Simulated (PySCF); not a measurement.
# Spinor energies of Ca⁵⁺ (calcium, charge +5)

Start: [Ne] 3s2 3p3; 3p1/2 filled at m_j = -1/2, +1/2; 3p3/2 filled at m_j = +3/2. Calculated with PySCF 2.14 in an even-tempered Gaussian basis (20 s from 0.2 bohr⁻², ratio 2.4; 14 p from 0.26 bohr⁻², ratio 2.4; 5 d from 1.9 bohr⁻², ratio 2.6; 5 f from 2.9 bohr⁻², ratio 2.6): generalised Hartree-Fock with the X2C-1e Hamiltonian and a Gaussian nucleus; one run each with spin-orbit coupling (SO) switched off, then screened by Boettger's factors.

| spinor shell | electrons | ε, spin-free (eV) | ε, screened SO (eV) | weight of nominal j (screened SO) | rms radius, screened SO (bohr) |
| --- | --- | --- | --- | --- | --- |
| 1s1/2 | 2 | -4169.0 | -4169.0 | 1.000 | 0.0888 |
| 2s1/2 | 2 | -542.13 | -542.13 | 1.000 | 0.391 |
| 2p1/2 | 2 | -451.68 | -454.94 | 0.875 | 0.359 |
| 3s1/2 | 2 | -127.04 | -127.04 | 1.000 | 1.15 |
| 3p1/2 | 2 | -107.89 | -107.98 | 0.532 | 1.20 |
| 3p3/2 | 1 | -107.89 | -107.70 | 1.000 | 1.20 |

(1) Where does 2p3/2 lie, and what is the 2p spin-orbit splitting (screened SO)?

```tsv
quantity	spin-free	screened SO
E (hartree)	-671.74143	-671.74546
M_J	3/2	3/2
⟨J²⟩	3.751	3.751
⟨L²⟩	0.000	0.005
⟨S²⟩	3.751	3.744
```

Each row is a mean over spinors that exchange with the open shell spreads, by up to 15.189 eV (3s1/2).

Rows whose weight is well below 1 are mixtures of j = l ± 1/2: exchange outweighs spin-orbit coupling there, and the label is only the starting occupation.

Without spin-orbit coupling the j labels of p, d and f shells carry no meaning; the spin-free column gives the mean over the occupied spinors of each nl shell.

Answers

(1) At -450.06 eV, 4.878 eV above 2p1/2.
